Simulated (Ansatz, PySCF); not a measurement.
**Yb(OH)3 in two programs**

Yb(OH)3 (singlet in the valence; each metal's 4f electrons, 13 of them, lie in its core potential, out of spins and levels), relaxed with PySCF 2.14.0, RKS r2SCAN, Yb lcecp-1-SVP with ECP59, O def2-SVP, H def2-SVP; non-relativistic Hamiltonian with scalar-relativistic core potentials where named; density fitting; no spin-orbit coupling:

```xyz
7

Yb    0.0000    0.0000    0.1272
O     2.0084    0.0000    0.1428
H     2.9657    0.0000    0.1538
O    -1.0042    1.7393    0.1428
H    -1.4829    2.5684    0.1538
O    -1.0042   -1.7393    0.1428
H    -1.4828   -2.5684    0.1538
```

There the HOMO–LUMO gap is 4.72 eV. The 4f levels lie in the core potential and are missing.

The same geometry by Ansatz 0.2.0 (PBE, PAW with the 4f shell of lanthanides and the 5f shell of actinides in the valence, a periodic box with 9 Å of vacuum; gaps over both spins; site moments in spheres, but by Gaussian weights under spin-orbit coupling, so that the two can't be compared; unpaired electrons at the start: 1, along z under spin-orbit coupling; the open shells may stand above their lowest state):

```json
{"spin-orbit coupling": "without", "U on f (eV)": "0", "gap (eV)": "0.13", "spin moment on Yb1 (μB)": "0.74", "orbital moment of its f shell (μB)": "–", "largest force component (eV/Å)": "0.27"}
{"spin-orbit coupling": "with", "U on f (eV)": "0", "gap (eV)": "0.33", "spin moment on Yb1 (μB)": "0.18", "orbital moment of its f shell (μB)": "0.20", "largest force component (eV/Å)": "0.24"}
{"spin-orbit coupling": "without", "U on f (eV)": "5", "gap (eV)": "1.44", "spin moment on Yb1 (μB)": "0.89", "orbital moment of its f shell (μB)": "–", "largest force component (eV/Å)": "0.20"}
```

Problem. What does the run with spin-orbit coupling and with U = 5 eV give?

Solution. gap (eV): 1.81, spin moment on Yb1 (μB): 0.09, orbital moment of its f shell (μB): 0.13, largest force component (eV/Å): 0.27. It took 5.1 min on 2 threads of AMD EPYC 9R45 96-Core Processor (Zen 5), with other jobs on the host, peak memory 2.8 GiB.

Semilocal functionals tend to give orbital moments well under those of Hund's rules.

Without U the plane-wave gap ends on 4f levels, which the Gaussian run lacks; U moves filled and empty 4f levels apart, though the lowest empty ones can remain 4f.

The spin-orbit runs use fully relativistic datasets of their own, so changes of a few hundredths of an eV needn't come from the coupling.

No frequency check is given that shows the relaxed geometry to be a minimum. An lcecp potential fixes the number of 4f electrons, so in runs with it no electron can move into or out of that shell.
